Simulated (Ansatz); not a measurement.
C₂H₈OSSi, SMILES `C[SiH](S)CO`, relaxed with RKS PBE-D4/def2-SVP in Ansatz 0.2.0 from a rough embedded geometry. The force threshold is 0.03 eV/Å; the program also tests the step.

The species carries charge 0 and has multiplicity 1.

Start:

```xyz
13

C     1.004    1.219    0.914
Si   -0.297    0.581   -0.204
S     0.544    0.385   -2.156
C    -0.851   -1.173    0.282
O    -1.775   -1.853   -0.503
H     1.330    2.276    0.557
H     1.870    0.614    0.962
H     0.592    1.399    1.890
H    -1.411    1.514   -0.329
H     1.659   -0.348   -1.813
H     0.050   -1.759    0.488
H    -1.318   -1.050    1.302
H    -1.397   -1.805   -1.389
```

```
step  energy (eV)  largest force (eV/Å)  largest move (Å)
   1  -22942.1891                 2.578             0.000
   2  -22942.4285                 1.155             0.187
   3  -22942.5164                 0.320             0.104
   4  -22942.5322                 0.176             0.060
   5  -22942.5356                 0.158             0.055
   6  -22942.5400                 0.048             0.054
   7  -22942.5402                 0.023             0.006
```

End:

```xyz
13

C     1.035    1.308    0.941
Si   -0.285    0.549   -0.170
S     0.409    0.278   -2.225
C    -0.845   -1.197    0.361
O    -1.660   -1.783   -0.640
H     1.367    2.290    0.550
H     1.922    0.645    1.012
H     0.638    1.458    1.967
H    -1.466    1.462   -0.346
H     1.490   -0.474   -1.867
H     0.057   -1.816    0.614
H    -1.441   -1.136    1.299
H    -1.222   -1.584   -1.497
```

Hardware: 4 threads of an Arm Neoverse V1 on a shared host. Wall time 12 s, peak host memory 0.17 GiB.
